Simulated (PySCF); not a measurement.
ClH₃OSiTe, SMILES [SiH3]O[Te]Cl.

The structure is a stationary point at B3LYP-D3(BJ)/def2-SVP. This is a generated structure with no PubChem entry under its InChIKey; it may be hypothetical. The def2 effective core potentials stand for the cores of Te; spin–orbit coupling is left out. One conformer was computed; it need not be the lowest.

Two levels are set side by side: PBE/def2-TZVP (PySCF) and r2SCAN/def2-TZVP (PySCF). Same geometry, gas phase. Differences are taken from unrounded values.

```json
[
 {"quantity": "orbital gap (eV)", "r2SCAN": "2.24", "PBE": "1.90", "PBE minus r2SCAN": "-0.34"},
 {"quantity": "highest occupied level (eV)", "r2SCAN": "-5.63", "PBE": "-5.37", "PBE minus r2SCAN": "0.26"},
 {"quantity": "lowest empty level (eV)", "r2SCAN": "-3.39", "PBE": "-3.47", "PBE minus r2SCAN": "-0.08"},
 {"quantity": "dipole moment (D)", "r2SCAN": "1.71", "PBE": "1.64", "PBE minus r2SCAN": "-0.07"},
 {"quantity": "mean polarisability (bohr³)", "r2SCAN": "76.9", "PBE": "79.2", "PBE minus r2SCAN": "2.3"}
]
```

Rough cost on one machine, each run with all the roots and properties that it gave: r2SCAN against PBE about 3 times.
